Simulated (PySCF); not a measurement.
Isomers C$_{4}$H$_{13}$NOSi$_{3}$:

A. SMILES [Si@](C(=C)C=O)(N)([SiH3])[SiH2]C
B. `C#C[SiH2]O[Si](C)(C)N[SiH3]`
C. SMILES C#C[SiH2]O[Si@](C)([SiH3])NC

Spectrum 1. $^{13}$C{$^{1}$H} NMR (computed): δ 102.9 (CH), 90.4 (C), 2.4 (CH3).

Spectrum 2. $^{13}$C{$^{1}$H} NMR (computed): δ 205.8 (CH), 165.2 (C), 153.3 (CH2), -8.8 (CH3).

Spectrum 3. $^{13}$C{$^{1}$H} NMR (computed): δ 103.4 (CH), 90.4 (C), 29.6 (CH3), 6.1 (CH3).

[PySCF: GFN2-xTB structure; PBE0/pcSseg-1 with gauge-including orbitals; relativity neglected; gas phase; one computed conformer; rapidly exchanging positions averaged]

δ = σ(ref) − σ, references computed at the same level: TMS for $^{13}$C. Shifts are as computed. Against solution values, carbons near 30 ppm lie about +3 ppm off and those near 130 ppm about +5 ppm. Of 1309 compounds with measured shifts, 239 miss one by over three times the rms of a fit or turn the order of signals round; such compounds aren't used in these exercises.

Which spectrum belongs to which compound?

## Answers

1–B, 2–A, 3–C.

- Spectrum 1 (B): 3 $^{13}$C signals; δC 102.9 is a terminal alkyne carbon; δC 90.4 is an alkyne carbon.
- Spectrum 2 (A): 4 $^{13}$C signals; δC 205.8 is an aldehyde carbonyl carbon; δC 153.3 is a β carbon of a C=C–C=O unit.
- Spectrum 3 (C): 4 $^{13}$C signals; δC 103.4 is a terminal alkyne carbon; δC 90.4 is an alkyne carbon.
